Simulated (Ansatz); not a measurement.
Consider the formal exchange of groups at a Te–C bond: `[AlH2][CH2]C[TeH]` + `COCF` → `COC(F)[TeH]` + `C[CH2][AlH2]`.

Computed with Ansatz on PBE0-D4/def2-TZVP structures; ΔE is electronic, products minus reactants. CBS: MP2 limit from def2 TZ/QZ plus the TZ coupled-cluster correction, frozen cores. DFT in def2-TZVPP. B3LYP here is the variant with VWN-RPA as its local correlation; programs differ in this. HSE06 is defined as in plane-wave codes. def2 core potentials past Kr. For Te outer-core shells are correlated without core-valence functions, which leaves a few kJ/mol of doubt a bond. Each species was taken in one conformer, which may not be the lowest.

`[AlH2][CH2]C[TeH]`:

Z-matrix (Å, degrees):
```
C
C 1 1.515
Al 1 1.966 2 114.8
H 1 1.099 2 111.0 3 -122.0
H 1 1.099 2 111.0 3 122.0
Te 2 2.168 1 110.5 3 180.0
H 2 1.089 1 112.2 3 61.1
H 2 1.089 1 112.2 3 -61.1
H 3 1.589 1 120.0 2 -0.0
H 3 1.588 1 119.5 2 180.0
H 6 1.660 2 95.0 1 -179.9
```

`COCF`:

Z-matrix (Å, degrees):
```
C
O 1 1.414
H 1 1.097 2 110.8
H 1 1.089 2 107.0 3 118.9
H 1 1.093 2 111.3 3 -121.6
C 2 1.362 1 114.0 3 55.1
F 6 1.383 2 111.4 1 70.0
H 6 1.099 2 112.1 1 -48.8
H 6 1.091 2 107.6 1 -172.1
```

`COC(F)[TeH]`:

```xyz
10

C     0.507    0.542    1.308
O     0.586   -0.019    0.005
C    -0.622   -0.351   -0.520
F    -1.361    0.783   -0.781
Te   -0.324   -1.506   -2.324
H    -0.008    1.505    1.291
H    -0.015   -0.140    1.990
H     1.531    0.679    1.649
H    -1.229   -0.960    0.164
H     0.936   -0.534   -2.782
```

`C[CH2][AlH2]`:

```xyz
10

C    -1.277   -0.167    0.346
C     0.118   -0.624   -0.080
Al    1.464    0.772   -0.352
H    -1.966   -1.007    0.476
H    -1.723    0.506   -0.391
H    -1.251    0.379    1.293
H     0.062   -1.206   -1.010
H     0.528   -1.334    0.651
H     2.942    0.373   -0.785
H     1.102    2.309   -0.148
```

| level | ΔE (kcal/mol) | difference from CCSD(T)/CBS |
| --- | --- | --- |
| LDA (SPW92) | 3.0 | -2.5 |
| PBE-D4 | 3.7 | -1.8 |
| revPBE-D4 | 3.7 | -1.8 |
| BLYP-D4 | 3.6 | -1.9 |
| r2SCAN-D4 | 3.7 | -1.8 |
| B97M-V | 3.6 | -1.9 |
| PBE0-D4 | 4.7 | -0.8 |
| B3LYP-D4 | 4.4 | -1.1 |
| r2SCANh-D4 | 4.2 | -1.3 |
| r2SCAN0-D4 | 4.7 | -0.8 |
| HSE06-D4 | 4.8 | -0.7 |
| BHLYP-D4 | 5.6 | 0.1 |
| CAM-B3LYP-D4 | 4.2 | -1.3 |
| ωB97M-V | 4.1 | -1.4 |
| B2PLYP | 4.9 | -0.6 |
| PBE | 3.5 | -2.0 |
| revPBE | 3.6 | -1.9 |
| BLYP | 3.4 | -2.1 |
| r2SCAN | 3.7 | -1.8 |
| PBE0 | 4.6 | -0.9 |
| B3LYP | 4.2 | -1.3 |
| r2SCANh | 4.1 | -1.4 |
| r2SCAN0 | 4.7 | -0.8 |
| BHLYP | 5.3 | -0.2 |
| CAM-B3LYP | 4.0 | -1.5 |
| LC-ωPBE | 4.3 | -1.2 |
| RPA@PBE/def2-TZVPP | 5.3 | -0.2 |
| MP2/def2-SVP | 5.7 | 0.2 |
| CCSD/def2-SVP | 5.5 | 0.0 |
| CCSD(T)/def2-SVP | 5.1 | -0.4 |
| HF/def2-TZVPP | 6.9 | 1.4 |
| MP2/def2-TZVPP | 6.3 | 0.8 |
| SCS-MP2/def2-TZVPP | 6.2 | 0.7 |
| CCSD/def2-TZVPP | 5.8 | 0.3 |
| CCSD(T)/def2-TZVPP | 5.6 | 0.1 |
| HF/def2-QZVPP | 6.9 | 1.4 |
| MP2/def2-QZVPP | 6.2 | 0.7 |
| SCS-MP2/def2-QZVPP | 6.2 | 0.7 |
| MP2/CBS(def2) | 6.2 | 0.7 |
| CCSD/CBS(def2) | 5.8 | 0.3 |
| CCSD(T)/CBS | 5.5 | 0 |

Task: What do rigid-rotor, harmonic-oscillator terms from PBE0-D4/def2-TZVP frequencies (298.15 K, 1 bar) make of the CCSD(T)/CBS value? (Estimate.)

Result: The calculation gave: ΔZPE = -1.1 kcal/mol, ΔH = +4.7 kcal/mol, ΔS = 3 J/(mol·K), ΔG = +4.5 kcal/mol.

Largest T1 diagnostic among the species: 0.012.

From r2SCAN to r2SCAN0 (25 % exact exchange), in def2-TZVPP and without D4, ΔE moves by +1.0 kcal/mol. Leaving LDA and LC-ωPBE aside and taking each functional with its dispersion term where it has one, the values, not all of them listed here, spread over 2.1 kcal/mol, from B97M-V to PBE-QIDH.
